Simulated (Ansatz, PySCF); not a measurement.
Gas-phase reaction in SMILES: [SiH]Cl + 2 [H][H] (H2) -> Cl (HCl) + [SiH4] (SiH4)
Structures are relaxed separately at B3LYP-D3(BJ)/def2-TZVP in Ansatz (a quantum-chemistry and plane-wave program). Unstable Hartree-Fock reference: [SiH]Cl.

Property: energy of full hydrogenation (enthalpy at 298 K, with B3LYP-D3(BJ) rigid-rotor harmonic-oscillator terms from PySCF), in kcal/mol. Correlated levels leave the core frozen unless marked. Spin-orbit coupling is left out. No relativistic terms. CBS marks a two-point X^-3 extrapolation of the correlation energy; Hartree-Fock from the larger set. [CCSD(T)-MP2]/basis is that difference in the basis named.

```json
[
 {"level": "HF/def2-SVPD", "program": "Ansatz", "energy of full hydrogenation (kcal/mol)": "-38.7", "minus last row": "-9.0"},
 {"level": "PBE0-D3(BJ)/def2-TZVP", "program": "Ansatz + dftd3", "energy of full hydrogenation (kcal/mol)": "-31.6", "minus last row": "-1.9"},
 {"level": "SCS-MP2/def2-SVP", "program": "Ansatz", "energy of full hydrogenation (kcal/mol)": "-35.1", "minus last row": "-5.4"},
 {"level": "SCS-MP2/cc-pV(T+d)Z", "program": "Ansatz", "energy of full hydrogenation (kcal/mol)": "-30.7", "minus last row": "-1.0"},
 {"level": "CCSD(T)/6-31G*", "program": "Ansatz", "energy of full hydrogenation (kcal/mol)": "-20.6", "minus last row": "9.1"},
 {"level": "RI-MP2/CBS(def2-TZVPP,def2-QZVPP)+[CCSD(T)-MP2]/def2-QZVPP", "program": "Ansatz", "energy of full hydrogenation (kcal/mol)": "-29.7", "minus last row": "0.0"},
 {"level": "CCSD(T)/CBS(def2-TZVPPD,def2-QZVPPD)", "program": "Ansatz", "energy of full hydrogenation (kcal/mol)": "-29.7", "minus last row": "0.0"}
]
```
